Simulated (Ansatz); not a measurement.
Single points on diborane 1,1-di F (B2H4F2).

```yaml
crystal:
  periodic: [false, false, false]
  atoms:
    - {symbol: B, position_ang: [0.526342, -0.605238, 0.354946]}
    - {symbol: F, position_ang: [1.333641, -1.345085, -0.416623]}
    - {symbol: F, position_ang: [0.538718, -0.807124, 1.679136]}
    - {symbol: H, position_ang: [0.669671, 0.762082, 0.058215]}
    - {symbol: B, position_ang: [-0.536447, 0.616651, -0.361665]}
    - {symbol: H, position_ang: [-1.235172, 1.247657, 0.373571]}
    - {symbol: H, position_ang: [-0.506705, 0.754806, -1.547832]}
    - {symbol: H, position_ang: [-0.790057, -0.623759, -0.139748]}
basis:
  gaussian: {orbitals: def2-TZVPD, initial_orbitals: start.molden}
hamiltonian: {xc: pbe, dispersion: d4}
scf: {omitted_lower_state_checks: [starts]}
output: {orbitals: {seedname: orbitals}}
```

The file start.molden holds the orbitals of an earlier run on this structure, at another level or in another basis.

```sh
$ ansatz run in.yaml --threads 4 --pin off --events-out ev --progress --plain --max-ram 3916MiB
```

Output, abridged:

```
Functional definition: PBE
928 factors; their error is unknown
mean field evaluation 1: about -6849.4087 eV, gradient 1.0e1 eV
mean field evaluation 2: about -6849.5317 eV, gradient 1.4e-1 eV
mean field evaluation 4: about -6849.5273 eV, gradient 2.0e-4 eV
mean field -6849.52734147 eV, -251.7154870227 hartree, gradient 2.7e-5 eV, S^2 0.000000; 0 other end points of the search recorded, 0 dependent functions left out
reference -6849.52739581 eV, -251.7154890197 hartree; 16, 16 occupied and 174, 174 virtual orbitals, 928 factors
Total energy: -6849.62178700 eV, -251.7189578320 hartree
Checks for a lower state left out: starts
```

Run time 1.1 s (4 threads of Arm Neoverse V2 on a shared host).

As the first input, with `gaussian: {orbitals: def2-SVP, initial_orbitals: start.molden}`, `hamiltonian: {xc: pbe0, dispersion: d4}` (abridged; 0.4 s):

```
Functional definition: PBE0
mean field -6841.80437580 eV, -251.4316732690 hartree, gradient 6.8e-5 eV, S^2 0.000000
Total energy: -6841.88210883 eV, -251.4345299054 hartree
Checks for a lower state left out: starts
```

As the first input, with `gaussian: {orbitals: def2-TZVP, initial_orbitals: start.molden}`, `hamiltonian: {xc: {name: B97M-V}}` (abridged; 2.6 s):

```
Functional definition: B97M-V
mean field -6855.78416993 eV, -251.9454212276 hartree, gradient 1.8e-5 eV, S^2 0.000000
Total energy: -6855.78423137 eV, -251.9454234853 hartree
Checks for a lower state left out: starts
```

First input, but with `gaussian: {orbitals: def2-TZVP, initial_orbitals: start.molden}`, `hamiltonian: {xc: {name: B2PLYP}}` and without the key `output` (abridged; 1.2 s):

```
Functional definition: B2PLYP
mean field -6846.27207745 eV, -251.5958582765 hartree, gradient 1.5e-6 eV, S^2 0.000000
4 core orbitals not correlated: weight in the atoms' cores, before any rotation towards them, 1.000 or more for the frozen orbitals, at most 0.000 for the correlated occupied ones
second order -23.73437420 eV of doubles, -0.00000000 eV of singles
Total energy: -6852.68050580 eV, -251.8313636746 hartree
Checks for a lower state left out: starts
```

The first input with `hamiltonian: {xc: r2scan, dispersion: d4}` (abridged; 1.9 s):

```
Functional definition: r2SCAN
mean field -6854.02763550 eV, -251.8808697777 hartree, gradient 1.6e-5 eV, S^2 0.000000
Total energy: -6854.05004130 eV, -251.8816931758 hartree
Checks for a lower state left out: starts
```

As the first input, with `gaussian: {orbitals: def2-TZVP, initial_orbitals: start.molden}`, `hamiltonian: {xc: hf}` (abridged; 0.4 s):

```
Functional definition: HF
mean field -6823.76410497 eV, -250.7687055442 hartree, gradient 1.6e-5 eV, S^2 0.000000
Total energy: -6823.76410497 eV, -250.7687055442 hartree
Checks for a lower state left out: starts
```

Geometry: PBE-D4/def2-TZVP.

Correlated methods freeze 4 core orbitals.
